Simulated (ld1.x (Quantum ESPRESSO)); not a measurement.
Reading a pseudo-wave (C)

Columns: radius, all-electron u(r) and pseudo u(r) of the 2p shell (level -31.77 eV) of carbon in the configuration [He] 2s2 2p0; PBE, non-relativistic, ultrasoft scheme, ld1.x (Quantum ESPRESSO) 7.5.

```json
{"r (bohr)": "0.132", "all-electron": "0.1013", "pseudo": "0.0107"}
{"r (bohr)": "0.265", "all-electron": "0.2890", "pseudo": "0.0424"}
{"r (bohr)": "0.398", "all-electron": "0.4734", "pseudo": "0.0924"}
{"r (bohr)": "0.530", "all-electron": "0.6223", "pseudo": "0.1561"}
{"r (bohr)": "0.663", "all-electron": "0.7304", "pseudo": "0.2295"}
{"r (bohr)": "0.795", "all-electron": "0.8008", "pseudo": "0.3058"}
{"r (bohr)": "0.928", "all-electron": "0.8370", "pseudo": "0.3803"}
{"r (bohr)": "1.060", "all-electron": "0.8432", "pseudo": "0.4467"}
{"r (bohr)": "1.193", "all-electron": "0.8255", "pseudo": "0.5014"}
{"r (bohr)": "1.325", "all-electron": "0.7904", "pseudo": "0.5405"}
{"r (bohr)": "1.458", "all-electron": "0.7432", "pseudo": "0.5628"}
{"r (bohr)": "1.590", "all-electron": "0.6891", "pseudo": "0.5676"}
{"r (bohr)": "1.723", "all-electron": "0.6311", "pseudo": "0.5563"}
{"r (bohr)": "1.855", "all-electron": "0.5729", "pseudo": "0.5314"}
{"r (bohr)": "1.988", "all-electron": "0.5156", "pseudo": "0.4958"}
{"r (bohr)": "2.120", "all-electron": "0.4613", "pseudo": "0.4536"}
{"r (bohr)": "2.252", "all-electron": "0.4104", "pseudo": "0.4084"}
{"r (bohr)": "2.385", "all-electron": "0.3629", "pseudo": "0.3627"}
{"r (bohr)": "2.518", "all-electron": "0.3195", "pseudo": "0.3195"}
{"r (bohr)": "2.650", "all-electron": "0.2804", "pseudo": "0.2804"}
{"r (bohr)": "2.782", "all-electron": "0.2451", "pseudo": "0.2451"}
{"r (bohr)": "2.915", "all-electron": "0.2132", "pseudo": "0.2132"}
{"r (bohr)": "3.048", "all-electron": "0.1849", "pseudo": "0.1849"}
{"r (bohr)": "3.180", "all-electron": "0.1600", "pseudo": "0.1600"}
{"r (bohr)": "3.312", "all-electron": "0.1381", "pseudo": "0.1381"}
{"r (bohr)": "3.445", "all-electron": "0.1188", "pseudo": "0.1188"}
```

Task: How many radial nodes do the two functions have?

Result: The all-electron 2p function has n − l − 1 = 0; the pseudo-wave has 0.

Task: At about which radius was the pseudo-wave matched?

Result: 2.65 bohr. The columns agree to 0.0005 from 2.38 bohr on; several derivatives are matched, so the curves merge somewhat inside the radius.

Task: Is the pseudo-wave norm-conserving?

Result: No, it belongs to an ultrasoft set: the norm inside the radius is not constrained, and the difference is carried by the augmentation charge.
